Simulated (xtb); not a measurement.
Species: CH$_{4}$OSi, SMILES `OC=[SiH2]` (charge 0, multiplicity 1).

Question: Give a relaxed geometry from GFN2-xTB (xtb 6.7.1).

Answer: This is not unique; one that fits is the end point of this relaxation, one of several conformers (outside a Z-matrix the atoms follow the SMILES, hydrogens last).
Cartesian coordinates (Å) in one orientation:
```xyz
7

O      0.284    -0.425     1.553
C     -0.393    -0.281     0.335
Si     0.409     0.411    -1.067
H     -0.361    -0.428     2.266
H     -1.401    -0.676     0.313
H     -0.299     0.464    -2.334
H      1.761     0.934    -1.065
```
